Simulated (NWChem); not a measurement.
Species: CH3Si cation, singlet

```xyz
5

C      0.0000     0.0000     1.0733
Si     0.0000     0.0000    -0.7501
H     -0.5142    -0.9068     1.4822
H     -0.5282     0.8987     1.4822
H      1.0424     0.0081     1.4822
```
Atoms are numbered in this order, from 1.

Computed with NWChem. Low-valent species are run as closed-shell singlets; no triplet was tried in these runs. Geometry: optimised at PBE-D3(BJ)/def2-SVP. B3LYP is NWChem's, with the RPA form of VWN correlation. Vertical excitations in the gas phase; the lowest state need not have the same character in each row.

```
level                            lowest excitation, singlet (eV)  oscillator strength of that lowest state  lowest state with f > 0.02, singlet (eV)  oscillator strength of that bright state  orbital gap (eV)
-------------------------------  -------------------------------  ----------------------------------------  ----------------------------------------  ----------------------------------------  ----------------
PBE/def2-SVPD, full TDDFT                                   3.52                                     0.019                                      7.05                                     0.088              3.02
B3LYP/def2-SVPD, full TDDFT                                 3.59                                     0.021                                      3.59                                     0.021              4.67
CAM-B3LYP/def2-SVPD, full TDDFT                             3.59                                     0.023                                      3.59                                     0.023              7.57
BHandHLYP/def2-SVPD, full TDDFT                       (withheld)                                     0.026                                (withheld)                                     0.026        (withheld)
```

Q: Fill in the missing entries.

A: 
- BHandHLYP/def2-SVPD, full TDDFT, lowest excitation, singlet (eV): 3.69
- BHandHLYP/def2-SVPD, full TDDFT, lowest state with f > 0.02, singlet (eV): 3.69
- BHandHLYP/def2-SVPD, full TDDFT, orbital gap (eV): 7.13
